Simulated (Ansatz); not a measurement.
```xyz
10

Al    2.117   -0.535   -1.129
N     0.495   -0.643   -0.479
C    -0.654   -0.659    0.009
Si   -1.405    0.820    0.942
H     3.297   -0.996   -0.188
H     2.260    0.001   -2.608
H    -1.284   -1.565   -0.094
H    -2.649    1.259    0.253
H    -1.767    0.401    2.323
H    -0.410    1.919    0.972
```

The species carries charge 0 and has multiplicity 1.

(1) List the r2SCAN/def2-TZVPP orbital energies in eV (the Gaussian-basis code of Ansatz). (An estimate is asked.)

## Answers

(1) Ansatz gave: Occupied: -1791.12, -1516.68, -385.25, -274.66, -141.62, -110.23, -96.47, -96.47, -96.46, -70.55, -70.37, -70.32, -23.46, -15.86, -13.67, -12.19, -10.28, -9.61, -9.07, -8.94, -8.68, -7.37, -5.48. Lowest empty: -2.30, -1.22, 0.14, 0.50, 0.93, 1.02, 1.15, 1.70.
